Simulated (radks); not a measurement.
Neutral europium, [Xe] 4f7 6s2. All-electron calculation, non-relativistic Kohn-Sham, PBE, spin-polarised, spherical densities, point nucleus. Program: a radial shooting solver on a logarithmic mesh with Libxc functionals. Every spin shell is full or empty, so the densities are truly spherical. Functionals are evaluated on that one density, not self-consistently. Rank these exchange functionals by their error against the exact value of the orbitals, and give that value: LDA, B88, PBE, PBEsol, RPBE, PW86, OPTX, G96, EV93, SCAN, MS2, Tao-Mo, TASK, MVS.

Answer. Exact: -230.294 hartree. From best to worst, with 100 (|E| - |E exact|)/|E exact| (equal figures are ties): RPBE -0.08, PW86 -0.14, MVS +0.15, B88 +0.20, SCAN +0.22, PBE -0.24, EV93 -0.27, MS2 -0.50, G96 +0.55, Tao-Mo -0.69, OPTX +1.68, PBEsol -1.89, TASK -1.99, LDA -4.20.
